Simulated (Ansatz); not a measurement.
Geometry optimisation, RKS PBE/def2-SVP in Ansatz 0.2.0.

Input:

```yaml
crystal:
  periodic: [false, false, false]
  atoms:
    - { symbol: Ta, position_ang: [-0.072451, -0.003955, 0.089933] }
    - { symbol: "N", position_ang: [2.053121, 0.201303, 0.125263] }
    - { symbol: H, position_ang: [2.556667, 0.502827, 0.96543] }
    - { symbol: H, position_ang: [2.644378, 0.375069, -0.694896] }
    - { symbol: "N", position_ang: [0.146187, 0.245037, 2.110858] }
    - { symbol: H, position_ang: [-0.34253, -0.361391, 2.784794] }
    - { symbol: H, position_ang: [0.812258, 0.833888, 2.624985] }
    - { symbol: "N", position_ang: [0.292927, 0.002315, -1.923188] }
    - { symbol: H, position_ang: [-0.302828, -0.50615, -2.587775] }
    - { symbol: H, position_ang: [1.083497, 0.403233, -2.440473] }
    - { symbol: "N", position_ang: [-1.215026, 1.613678, -0.071667] }
    - { symbol: H, position_ang: [-1.527782, 2.170652, 0.72812] }
    - { symbol: H, position_ang: [-1.355876, 2.118059, -0.951312] }
    - { symbol: "N", position_ang: [-1.255162, -1.603148, 0.148675] }
    - { symbol: H, position_ang: [-2.280588, -1.604953, 0.142458] }
    - { symbol: H, position_ang: [-0.886216, -2.559409, 0.192313] }
    - { symbol: F, position_ang: [1.368528, -2.773732, 0.339826] }
    - { symbol: H, position_ang: [1.939496, -2.028922, 0.288856] }
basis:
  gaussian: { orbitals: def2-SVP }
hamiltonian:
  xc: pbe
relax:
  f_tol: 0.03
  max_steps: 50
```

Launched with:

```bash
$ ansatz run input.yaml --threads 4 --pin off --max-ram 5120MiB --backend cpu --events-out ev --progress --plain --runs-dir out
```

**Question.** Where does it end, and by what steps?

**Answer.** It converged. After 24 steps the energy has fallen by 1.524 eV; H18 moved furthest, 1.45 Å. Parted: F17–H18 (0.94 → 2.39 Å). Joined: Ta1–F17 (3.13 → 1.97 Å), N2–H18 (2.24 → 1.03 Å).

```tsv
step	energy less start (eV)	largest force component (eV/Å)	accepted
0	0.0000	1.034	yes
1	-0.2003	0.523	yes
2	-0.3193	0.805	yes
3	-0.3862	0.892	yes
4	-0.5011	0.675	yes
5	-0.6363	0.808	yes
6	-0.7671	0.973	yes
7	-1.0353	1.936	yes
8	-1.2499	0.838	yes
9	-1.3628	0.614	yes
10	-1.3827	1.156	yes
11	-1.3482	1.690	no
12	-1.4317	0.696	yes
13	-1.4465	0.395	yes
14	-1.4504	0.289	yes
15	-1.4625	0.170	yes
16	-1.4666	0.657	yes
17	-1.4883	0.443	yes
18	-1.5020	0.507	yes
19	-1.4116	1.677	no
20	-1.5201	0.166	yes
21	-1.5202	0.076	yes
22	-1.5194	0.075	no
23	-1.5236	0.061	yes
24	-1.5240	0.027	yes
```

```xyz
18
Properties=species:S:1:pos:R:3
Ta -0.037 -0.489 0.110
N 2.324 0.081 0.080
H 2.501 0.583 0.960
H 2.786 0.575 -0.695
N 0.246 0.064 2.077
H 0.458 -0.642 2.790
H 0.204 0.990 2.512
N 0.357 -0.306 -1.882
H -0.307 -0.686 -2.567
H 1.053 0.253 -2.385
N -0.945 1.328 0.056
H -1.335 1.829 0.863
H -1.146 1.859 -0.798
N -1.708 -1.584 -0.061
H -2.660 -1.216 -0.129
H -1.726 -2.594 0.114
F 0.831 -2.174 0.654
H 2.763 -0.846 0.174
```

Run time: 79 s on 4 threads of Arm Neoverse V2, with other jobs on the host, peak memory 0.26 GiB.
